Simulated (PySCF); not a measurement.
# Vertical excitation energies

C3H11PSi2.
InChI=1S/C3H11PSi2/c4-6-5-3-1-2-3/h3H,1-2,4-6H2

Theory: TDDFT wB97X-D/def2-SVPD, vertical, gas phase, core orbitals frozen in the response (PySCF). The structure is a single PBE0-D3(BJ)/def2-SVP conformer in the gas phase; no vibrational or solvent corrections. Torsions of this conformer, `[PH2:1][SiH2:2][SiH2:3][CH:4]1[CH2:5][CH2:6]1`: P1–Si2–Si3–C4 164°, Si2–Si3–C4–C5 29°, H–P1–Si2–Si3 67°, H–P1–Si2–Si3 161°.

```csv
state,E (eV),λ (nm),ν̃ (cm⁻¹),f,|μ| (D),"main configurations (H = HOMO, L = LUMO)"
S1,6.42,193.0,51800,0.062,1.60,"H→L (60%), H→L+2 (16%), H→L+3 (11%)"
S2,6.68,185.7,53850,0.036,1.20,"H→L+3 (39%), H→L (17%), H→L+2 (14%)"
S3,6.85,181.1,55220,0.011,0.65,"H-1→L (52%), H→L+1 (32%)"
S4,6.95,178.4,56070,0.229,2.95,"H→L+1 (38%), H-1→L (22%), H→L (10%)"
S5,7.12,174.2,57420,0.029,1.04,"H→L+2 (37%), H→L+3 (24%), H→L+4 (13%)"
S6,7.36,168.4,59400,0.026,0.97,H-1→L+1 (72%)
S7,7.53,164.7,60710,0.036,1.13,"H-1→L+3 (34%), H→L+4 (22%), H→L+5 (10%)"
S8,7.59,163.3,61230,0.047,1.27,"H-1→L+2 (33%), H→L+5 (11%), H→L+4 (11%)"
S9,7.67,161.6,61880,0.018,0.79,"H-3→L (60%), H-2→L (20%)"
S10,7.70,160.9,62140,0.022,0.88,"H-2→L (27%), H-1→L+3 (23%), H-3→L (18%)"
```

Triplets (Tamm–Dancoff): T1 5.69 eV, H→L+1 (40%), H→L (35%); T2 5.80 eV, H→L+3 (38%), H→L+2 (30%), H→L+1 (10%); T3 6.11 eV, H-1→L (59%), H→L (13%), H→L+1 (10%); T4 6.37 eV, H→L (33%), H-1→L (24%), H→L+3 (15%).

The lowest singlet lies at 6.42 eV (193 nm, vacuum ultraviolet) and is of moderate strength; its leading configuration is HOMO→LUMO (60%). The strongest level in the table is S4 at 6.95 eV (178 nm, f = 0.229). Löwdin shares by element: HOMO phosphorus 63%, silicon 16% or more, hydrogen 12% or more; LUMO silicon 40%, phosphorus 19%, hydrogen 6% or more (atoms not listed hold the other 35%). The listed states span 1.28 eV. Weighted by f, the mean energy of these states is 7.05 eV. Orbital energies (eV): HOMO-3 -10.34, HOMO-2 -10.29, HOMO-1 -9.78, HOMO -9.29, LUMO 1.46, LUMO+1 1.70, LUMO+2 2.08. The vertical ionisation energy (ΔSCF) is 9.50 eV, 1.80 eV above S10. The window holds the lowest 10 singlets.

The run took 6.6 min on one thread of an Intel Xeon at 2.50 GHz, shared host with 64 logical CPUs at a one-minute load of 61, and the process peaked at 0.99 GiB of memory.
